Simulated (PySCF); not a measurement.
# Exact simulation of a proton spin system

Molecule: `C1=CC2C3C=CC1C23`, C$_{8}$H$_{8}$.

Geometry:
```
atom   x (Å)   y (Å)   z (Å)
  C1  -0.329   0.467  -1.541
  C2   0.351  -0.688  -1.655
  C3   0.387  -1.400  -0.368
  C4   0.948  -0.687   0.931
  C5   1.440   0.698   0.868
  C6   0.496   1.518   0.370
  C7  -0.712   0.717  -0.091
  C8  -0.505  -0.660   0.577
  H9  -0.438   1.222  -2.323
 H10   0.862  -1.035  -2.555
 H11   0.466  -2.490  -0.340
 H12   1.338  -1.379   1.680
 H13   2.456   0.994   1.137
 H14   0.628   2.578   0.144
 H15  -1.690   1.193   0.070
 H16  -1.280  -1.142   1.177
```

[PySCF 2.14: couplings computed with B3LYP/pcJ-1 (without the spin–dipole term); coordinates at the PBE0-D3(BJ)/def2-SVP level; PBE0/pcSseg-1 with gauge-including orbitals; fast rotation and ring inversion assumed for equivalent nuclei; no relativistic terms; one computed conformer; gas phase]

Chemical shifts δ = σref − σ; TMS for ¹H (31.27 ppm), all at this level.

Shifts (ppm): H9/H14 5.77, H10/H13 5.24, H11/H12 2.70, H15 2.97, H16 2.83.
Couplings (Hz): H9–H10, H13–H14: 6.1; H9–H11, H12–H14: 0.3; H9–H12, H11–H14: 0.8; H9–H14: 0.3; H9–H15, H14–H15: 2.4; H9–H16, H14–H16: 0.4; H10–H11, H12–H13: 3.1; H10–H15, H13–H15: -0.2; H11–H12: 7.6; H11–H15, H12–H15: -0.4; H11–H16, H12–H16: 6.7; H15–H16: 7.8.

The 8-spin Hamiltonian (Zeeman plus full scalar coupling among like nuclei) was diagonalised exactly; lines are Lorentzian, 0.5 Hz wide, and the maxima above 3 % are listed with the tallest set to 100.

Problem. Give the ¹H peak list of this spin system at 200 MHz.

Solution. 
| Hz | ppm | height |
| --- | --- | --- |
| 1158.5 | 5.793 | 80 |
| 1158.1 | 5.791 | 80 |
| 1156.2 | 5.781 | 81 |
| 1155.8 | 5.779 | 80 |
| 1152.4 | 5.762 | 90 |
| 1152.0 | 5.760 | 90 |
| 1150.0 | 5.750 | 89 |
| 1149.7 | 5.748 | 88 |
| 1052.5 | 5.263 | 87 |
| 1051.2 | 5.256 | 100 |
| 1050.8 | 5.254 | 97 |
| 1049.5 | 5.247 | 85 |
| 1046.4 | 5.232 | 78 |
| 1045.1 | 5.226 | 89 |
| 1044.7 | 5.223 | 87 |
| 1043.4 | 5.217 | 76 |
| 600.6 | 3.003 | 27 |
| 598.3 | 2.992 | 52 |
| 596.0 | 2.980 | 27 |
| 593.1 | 2.966 | 41 |
| 590.8 | 2.954 | 82 |
| 588.5 | 2.942 | 43 |
| 576.6 | 2.883 | 27 |
| 570.8 | 2.854 | 34 |
| 569.4 | 2.847 | 44 |
| 563.6 | 2.818 | 65 |
| 561.6 | 2.808 | 23 |
| 556.1 | 2.781 | 41 |
| 544.6 | 2.723 | 64 |
| 544.0 | 2.720 | 93 |
| 543.4 | 2.717 | 92 |
| 542.8 | 2.714 | 86 |
| 542.2 | 2.711 | 88 |
| 541.6 | 2.708 | 88 |
| 541.0 | 2.705 | 61 |
| 538.7 | 2.694 | 22 |
| 538.3 | 2.692 | 24 |
| 536.6 | 2.683 | 68 |
| 536.1 | 2.681 | 67 |
| 534.2 | 2.671 | 27 |

Problem. And at 500 MHz?

Solution. 
δ in ppm (height): 5.779 (87), 5.778 (87), 5.774 (88), 5.773 (87), 5.767 (91), 5.766 (91), 5.762 (91), 5.761 (90), 5.249 (88), 5.247 (100), 5.246 (100), 5.243 (87), 5.237 (83), 5.234 (96), 5.233 (95), 5.231 (84), 2.983 (27), 2.978 (53), 2.973 (28), 2.967 (34), 2.963 (66), 2.958 (34), 2.851 (29), 2.837 (52), 2.837 (41), 2.825 (49), 2.824 (48), 2.823 (44), 2.823 (41), 2.822 (38), 2.809 (35), 2.709 (71), 2.708 (76), 2.707 (81), 2.706 (80), 2.704 (70), 2.696 (48), 2.693 (81), 2.690 (49)

Problem. Among coupled protons with different shifts, which pair is furthest from first order, and how does the field change that?

Solution. H15 and H16: Δν/J is about 3.6 at 200 MHz (strongly coupled) and 9.0 at 500 MHz (intermediate, with clear roofing). J in Hz doesn't depend on the field, while Δν in Hz grows in proportion to it. The system also holds chemically equivalent protons that couple differently to a partner (AA′BB′ or AA′XX′ type), and that part stays second order at any field.

Unscaled 3J(H,H) at this level run about 10 % above measured values.
